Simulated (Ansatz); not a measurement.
`[NH2][Al][O][SiH3]` radical. Charge 0, multiplicity 2. Geometry: relaxed with PBE0-D4/def2-TZVP. It is one conformer, not always the lowest.

```xyz
9

N    -0.914   -1.903   -1.475
Al   -0.032   -1.513    0.007
O     0.218    0.122    0.366
Si    0.674    1.504    1.083
H    -1.122   -2.836   -1.790
H    -1.277   -1.217   -2.119
H     1.555    2.285    0.173
H     1.419    1.231    2.343
H    -0.521    2.328    1.411
```

(1) What is the dipole moment at PBE/def2-TZVPP? (Estimate.)

(2) And with r2SCAN, B3LYP, ωB97M-V? (An estimate is asked.)

(3) Give the Mulliken charges with PBE, ωB97M-V, r2SCAN in def2-TZVPP. (Best estimate.)

Answers

(1) Computed: 1.59 D, with components (-0.59, -1.13, -0.96) D in this frame, pointing from negative to positive charge.

(2) Ansatz gave: r2SCAN 1.59 D, B3LYP 1.52 D, ωB97M-V 1.56 D.

(3) Computed: 
```csv
atom,PBE,ωB97M-V,r2SCAN
N1,-0.38,-0.35,-0.45
Al2,0.26,0.33,0.39
O3,-0.24,-0.32,-0.37
Si4,0.29,0.27,0.40
H5,0.14,0.11,0.15
H6,0.14,0.11,0.15
H7,-0.07,-0.05,-0.09
H8,-0.07,-0.05,-0.09
H9,-0.07,-0.05,-0.09
```

B3LYP here is the variant with VWN-RPA as its local correlation; programs differ in this.
